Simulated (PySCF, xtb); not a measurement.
B(H)(Cl)(OMe) (CH4BClO), SMILES COBCl.

Coordinates come from a PBE0-D3(BJ)/def2-SVP optimisation. The values are those of a single conformer.

These are IEF-PCM-ωB97X/def2-SVP run with PySCF 2.14.0 values and carry that method's errors.

The values are the electrostatic part of the solvation free energy, E(continuum) − E(gas) at the gas-phase geometry, in a cavity of scaled van der Waals radii (PySCF's table); cavitation and dispersion terms are not included. In vacuum the orbital gap is 13.40 eV. The dipole moment in vacuum is 2.78 D.

```csv
solvent,ε,ΔG(elec) (kcal/mol),dipole (D),gap (eV)
water,78.36,-2.9,3.37,13.62
methanol,32.61,-2.8,3.35,13.62
benzene,2.27,-1.3,3.05,13.51
```

For comparison, GFN2-xTB/ALPB(water) (xtb, at the GFN2-xTB geometry, all terms of that model) gives -2.7 kcal/mol.
